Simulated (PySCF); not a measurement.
B(H)2(OEt) (C2H7BO), SMILES C(OB)C.

Geometry optimised at TPSSh-D3(BJ)/def2-SVP. The structure was generated by enumeration, and PubChem lists no compound with its InChIKey, so it may never have been made. One conformer was computed; it need not be the lowest.

Method: TDA-PBE0/def2-SVPD (PySCF).

Vertical excitations. 

Computed UV-visible absorptions:
```tsv
state	energy (eV)	λ (nm)	f	main pairs
S1	6.29	197	0.000	HOMO→LUMO 99 %
S2	7.77	160	0.012	HOMO−2→LUMO 80 %, HOMO−1→LUMO 14 %
S3	8.07	154	0.196	HOMO−1→LUMO 74 %, HOMO−2→LUMO 12 %
S4	8.19	151	0.025	HOMO→LUMO+1 87 %
S5	8.78	141	0.022	HOMO−1→LUMO+1 86 %
S6	8.89	139	0.038	HOMO→LUMO+2 80 %
S7	9.22	134	0.002	HOMO→LUMO+3 52 %, HOMO→LUMO+4 16 %, HOMO−2→LUMO+1 16 %
S8	9.24	134	0.006	HOMO−2→LUMO+1 68 %, HOMO→LUMO+4 12 %
S9	9.36	132	0.032	HOMO−3→LUMO 27 %, HOMO→LUMO+4 25 %, HOMO−4→LUMO 23 %, HOMO→LUMO+3 11 %
S10	9.38	132	0.043	HOMO−4→LUMO 28 %, HOMO→LUMO+4 25 %, HOMO→LUMO+3 24 %, HOMO−3→LUMO 13 %
T1	5.64	220	0	HOMO→LUMO 96 %
T2	6.43	193	0	HOMO−1→LUMO 89 %
T3	7.42	167	0	HOMO−2→LUMO 79 %, HOMO−4→LUMO 12 %
T4	7.97	155	0	HOMO→LUMO+1 88 %
```
Triplets are in the Tamm–Dancoff approximation.
